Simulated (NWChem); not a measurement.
System: SiNH4Br; SMILES N[SiH2]Br

The following NWChem deck was run.

```
start job
memory heap 200 mb stack 900 mb global 1100 mb
geometry units angstroms noautosym nocenter noautoz
  Si     0.571168     1.047197     0.050733
  N     -0.727174     2.171040     0.128364
  Br     0.008776    -1.114022    -0.374998
  H      1.461836     1.450307    -1.058747
  H      1.242627     1.029358     1.368150
  H     -1.364597     2.146802     0.916456
  H     -1.216758     2.430752    -0.720656
end
basis spherical
  Si library def2-svp
  N library def2-svp
  Br library def2-svp
  H library def2-svp
end
dft
  xc pbe0
  iterations 150
end
cosmo
  do_cosmo_smd true
  solvent acetone
end
task dft energy
```

Output (shortened):

```
             Northwest Computational Chemistry Package (NWChem) 7.3.0
             --------------------------------------------------------

                             Geometry "geometry" -> ""
                             -------------------------

 Output coordinates in angstroms (scale by  1.889725989 to convert to a.u.)

  No.       Tag          Charge          X              Y              Z
 ---- ---------------- ---------- -------------- -------------- --------------
    1 Si                  14.0000     0.57116800     1.04719700     0.05073300
    2 N                    7.0000    -0.72717400     2.17104000     0.12836400
    3 Br                  35.0000     0.00877600    -1.11402200    -0.37499800
    4 H                    1.0000     1.46183600     1.45030700    -1.05874700
    5 H                    1.0000     1.24262700     1.02935800     1.36815000
    6 H                    1.0000    -1.36459700     2.14680200     0.91645600
    7 H                    1.0000    -1.21675800     2.43075200    -0.72065600

 Effective nuclear repulsion energy (a.u.)     231.9789847018

                                 NWChem DFT Module
                                 -----------------

 Summary of "ao basis" -> "ao basis" (spherical)
 ------------------------------------------------------------------------------
       Tag                 Description            Shells   Functions and Types
 ---------------- ------------------------------  ------  ---------------------
 Si                         def2-svp                 8       18   4s3p1d
 N                          def2-svp                 6       14   3s2p1d
 Br                         def2-svp                12       32   5s4p3d
 H                          def2-svp                 3        5   2s1p

 in cosmo_initialize ...
 calling solv_data for solv:acetone

 solvent parameters
 solvname_short: acetone
 solvname_long:  acetone
 dielec:       20.4930
 dielecinf:     1.8463
 nonaqueous SMD model solvent descriptors
 dielec:       20.4930
 sola:          0.0400
 solb:          0.4900
 solc:          0.0000
 solg:         33.7700
 solh:          0.0000
 soln:          1.3588

          ---------------
          -cosmo- solvent
          ---------------
 Cosmo: York-Karplus, doi: 10.1021/jp992097l
 dielectric constant -eps-     =  20.49
 screen = (eps-1)/(eps    )    =   0.95120
 surface charge correction     = lagrangian

   van der Waals surface
 --------------------------

 ---------- ATOMIC COORDINATES (A.U.) ------------ VDWR(ANG.) --
     1    1.07935101    1.97891539    0.09587147     2.470
     2   -1.37415961    4.10267071    0.24257279     1.890
     3    0.01658424   -2.10519633   -0.70864347     3.060
     4    2.76246948    2.74068283   -2.00074172     1.200
     5    2.34822454    1.94520456    2.58542861     1.200
     6   -2.57871441    4.05686753    1.73185072     1.200
     7   -2.29933921    4.59345523   -1.36184237     1.200
 number of segments per atom =        128
 number of   points per atom =        128
 atom (   nspa,  nppa )
 ----------------------
    1 (     58,     0 )       0
    2 (     55,     0 )       0
    3 (    104,     0 )       0
    4 (     32,     0 )       0
    5 (     34,     0 )       0
    6 (     47,     0 )       0
    7 (     47,     0 )       0
 number of -cosmo- surface points =      377
 molecular surface =    152.748 angstrom**2
 molecular volume  =    157.395 angstrom**3
 -lineq- algorithm             =   0
 -bem- low  level              =   3
 -bem- from -octahedral-
 gaussian surface charge width =   4.50000
 degree of switching           =   1.00000
 switching function tolerance  =   0.00010
 atomic radii =
 --------------
    1 14.000  2.470
    2  7.000  1.890
    3 35.000  3.060
    4  1.000  1.200
    5  1.000  1.200
    6  1.000  1.200
    7  1.000  1.200
 ...... end of -cosmo- initialization ......

 nat:                     7
 ixmem:                  2814
 calling mnsol_interface()
 G(SMD-CDS) energy (kcal/mol)  =    -0.919
 SMD-CDS SASA (angstrom**2)    =   131.007

            General Information
            -------------------
          SCF calculation type: DFT
          Wavefunction type:  closed shell.
          No. of atoms     :     7
          No. of electrons :    60
           Alpha electrons :    30
            Beta electrons :    30
          Charge           :     0
          Spin multiplicity:     1
          Use of symmetry is: off; symmetry adaption is: off
          Maximum number of iterations: 150
          AO basis - number of functions:    84
                     number of shells:    38
          Convergence on energy requested:  1.00D-06
          Convergence on density requested:  1.00D-05
          Convergence on gradient requested:  5.00D-04

              XC Information
              --------------
                         PBE0 Method XC Functional
                     Hartree-Fock (Exact) Exchange  0.250
          PerdewBurkeErnzerhof Exchange Functional  0.750
            Perdew 1991 LDA Correlation Functional  1.000 local
           PerdewBurkeErnz. Correlation Functional  1.000 non-local

             Grid Information
             ----------------
          Grid used for XC integration:  medium
          Radial quadrature: Mura-Knowles
          Angular quadrature: Lebedev.
          Tag              B.-S. Rad. Rad. Pts. Rad. Cut. Ang. Pts.
          ---              ---------- --------- --------- ---------
          Si                  1.10       88           8.0       590
          N                   0.65       49          10.0       434
          Br                  1.15      112          10.0       590
          H                   0.35       45          10.0       434
          Grid pruning is: on
          Number of quadrature shells:   429
          Spatial weights used:  Erf1

      Superposition of Atomic Density Guess
      -------------------------------------

 Sum of atomic energies:       -2917.06565048

      Non-variational initial energy
      ------------------------------

 Total energy =   -2918.081068
 1-e energy   =   -4520.182318
 2-e energy   =    1370.122265
 HOMO         =      -0.356100
 LUMO         =       0.064899

   convergence    iter        energy       DeltaE   RMS-Dens  Diis-err
 ---------------- ----- ----------------- --------- --------- ---------
     COSMO gas phase
 d= 0,ls=0.0,diis     1  -2919.8984222005 -3.15D+03  9.84D-03  4.09D-01
 d= 0,ls=0.0,diis     2  -2919.9007026611 -2.28D-03  5.72D-03  3.68D-01
 d= 0,ls=0.0,diis     3  -2919.9424195185 -4.17D-02  1.12D-03  1.84D-02
 d= 0,ls=0.0,diis     4  -2919.9443038014 -1.88D-03  4.61D-04  2.19D-03
 d= 0,ls=0.0,diis     5  -2919.9445528551 -2.49D-04  7.92D-05  4.27D-05
  Resetting Diis
 d= 0,ls=0.0,diis     6  -2919.9445585601 -5.70D-06  9.97D-06  5.64D-07
 d= 0,ls=0.0,diis     7  -2919.9445586310 -7.10D-08  3.16D-06  4.06D-08

   convergence    iter        energy       DeltaE   RMS-Dens  Diis-err
 ---------------- ----- ----------------- --------- --------- ---------
     COSMO solvation phase
 d= 0,ls=0.0,diis     1  -2919.9521384777 -7.58D-03  1.14D-03  1.75D-03
 d= 0,ls=0.0,diis     2  -2919.9527059552 -5.67D-04  3.17D-04  2.94D-04
 d= 0,ls=0.0,diis     3  -2919.9527443601 -3.84D-05  1.14D-04  9.42D-05
 d= 0,ls=0.0,diis     4  -2919.9527555806 -1.12D-05  2.33D-05  5.83D-06
 d= 0,ls=0.0,diis     5  -2919.9527560932 -5.13D-07  6.59D-06  2.27D-07

         Total DFT energy =    -2919.952756093158
      One electron energy =    -4523.128988208303
           Coulomb energy =     1491.517837489142
    Exchange-Corr. energy =     -120.227729900944
 Nuclear repulsion energy =      231.978984701772

             COSMO energy =       -0.092860174825

 Numeric. integr. density =       60.000005437407

                                COSMO-SMD solvation results
                                ---------------------------

             internal energy in gas <Psi(g)|H|Psi(g)> =     -2919.944558631025
         internal energy in solvent <Psi(s)|H|Psi(s)> =     -2919.943853078025
                               delta internal energy  =         0.000705553000 (    0.44 kcal/mol)
   total free energy in solvent <Psi(s)|H+V/2|Psi(s)> =     -2919.951291735822
 polarization energy contribution <Psi(s)|V/2|Psi(s)> =        -0.007438657797 (   -4.67 kcal/mol)
    total free energy in solvent including G(SMD-CDS) =     -2919.952756093158
                       G(SMD-CDS) energy contribution =        -0.001464357337 (   -0.92 kcal/mol)
     1 M fixed-concentration free energy of solvation =        -0.008197462133 (   -5.14 kcal/mol)

                       DFT Final Molecular Orbital Analysis
                       ------------------------------------

 Vector   28  Occ=2.000000D+00  E=-3.042565D-01
              MO Center=  3.5D-03, -5.4D-01, -2.8D-01, r^2= 2.9D+00
   Bfn.  Coefficient  Atom+Function         Bfn.  Coefficient  Atom+Function
  ----- ------------  ---------------      ----- ------------  ---------------
    47      0.552288  3 Br px                44      0.474526  3 Br px
    41     -0.317617  3 Br px                22     -0.150377  2 N  px
    21      0.122928  2 N  s                 25      0.112639  2 N  px
    38      0.103226  3 Br px                23     -0.097584  2 N  py
    26      0.090408  2 N  py                65     -0.088230  4 H  s

 Vector   29  Occ=2.000000D+00  E=-2.932766D-01
              MO Center=  1.8D-01, -7.6D-01, -3.0D-01, r^2= 2.5D+00
   Bfn.  Coefficient  Atom+Function         Bfn.  Coefficient  Atom+Function
  ----- ------------  ---------------      ----- ------------  ---------------
    49      0.570706  3 Br pz                46      0.486818  3 Br pz
    43     -0.325242  3 Br pz                65      0.143962  4 H  s
    70     -0.143871  5 H  s                 66      0.126766  4 H  s
    71     -0.126704  5 H  s                 40      0.105670  3 Br pz
    48     -0.099003  3 Br py                10     -0.091274  1 Si pz

 Vector   30  Occ=2.000000D+00  E=-2.770261D-01
              MO Center= -4.4D-01,  1.3D+00,  9.8D-03, r^2= 3.4D+00
   Bfn.  Coefficient  Atom+Function         Bfn.  Coefficient  Atom+Function
  ----- ------------  ---------------      ----- ------------  ---------------
    23      0.430989  2 N  py                26     -0.367866  2 N  py
    48     -0.281720  3 Br py                45     -0.225904  3 Br py
    22      0.220528  2 N  px                47      0.190967  3 Br px
    25     -0.178735  2 N  px                44      0.173023  3 Br px
    42      0.149706  3 Br py                41     -0.114419  3 Br px

 Vector   31  Occ=0.000000D+00  E= 3.391194D-02
              MO Center=  4.0D-01,  4.8D-01, -6.3D-02, r^2= 3.9D+00
   Bfn.  Coefficient  Atom+Function         Bfn.  Coefficient  Atom+Function
  ----- ------------  ---------------      ----- ------------  ---------------
    12      0.842800  1 Si py                48      0.686070  3 Br py
     3     -0.542198  1 Si s                  4     -0.480141  1 Si s
    37      0.456181  3 Br s                  9      0.309799  1 Si py
    36      0.306213  3 Br s                 11      0.276581  1 Si px
    26     -0.252179  2 N  py                45      0.241715  3 Br py

 Vector   32  Occ=0.000000D+00  E= 4.307446D-02
              MO Center=  1.6D-01,  1.1D+00,  3.1D-02, r^2= 4.6D+00
   Bfn.  Coefficient  Atom+Function         Bfn.  Coefficient  Atom+Function
  ----- ------------  ---------------      ----- ------------  ---------------
    21      1.156567  2 N  s                 11      1.039306  1 Si px
    12     -0.484497  1 Si py                66     -0.422168  4 H  s
    71     -0.420904  5 H  s                 76     -0.368009  6 H  s
    81     -0.368282  7 H  s                 47     -0.264607  3 Br px
    26     -0.199908  2 N  py                 8      0.193309  1 Si px

 Vector   33  Occ=0.000000D+00  E= 8.557189D-02
              MO Center=  4.9D-01,  9.5D-01,  2.8D-02, r^2= 4.1D+00
   Bfn.  Coefficient  Atom+Function         Bfn.  Coefficient  Atom+Function
  ----- ------------  ---------------      ----- ------------  ---------------
    13      1.613571  1 Si pz                66      1.199429  4 H  s
    71     -1.202439  5 H  s                 76     -0.293742  6 H  s
    81      0.294490  7 H  s                 12     -0.279167  1 Si py
    10      0.277523  1 Si pz                49     -0.278389  3 Br pz
    17      0.160583  1 Si d  1               7     -0.146851  1 Si pz

     Multipole analysis of the density
     ---------------------------------

     L   x y z        total         alpha         beta         nuclear
     -   - - -        -----         -----         ----         -------
     0   0 0 0     -0.000000    -30.000000    -30.000000     60.000000

     1   1 0 0     -0.531117     -3.418001     -3.418001      6.304886
     1   0 1 0      0.959031      2.440591      2.440591     -3.922151
     1   0 0 1      0.117945     10.462781     10.462781    -20.807616

     2   2 0 0    -26.858997    -40.739466    -40.739466     54.619934
     2   1 1 0     -2.557866      8.554763      8.554763    -19.667392
     2   1 0 1     -0.171521      0.957436      0.957436     -2.086393
     2   0 2 0    -28.897000   -202.756904   -202.756904    376.616807
     2   0 1 1     -0.745886    -31.449327    -31.449327     62.152768
     2   0 0 2    -28.026012    -30.842028    -30.842028     33.658044
```

Level: PBE0/def2-SVP, SMD on the gas-phase geometry. All runs use the structure optimised with B3LYP/6-31G* (spherical d). Solvent: acetone.
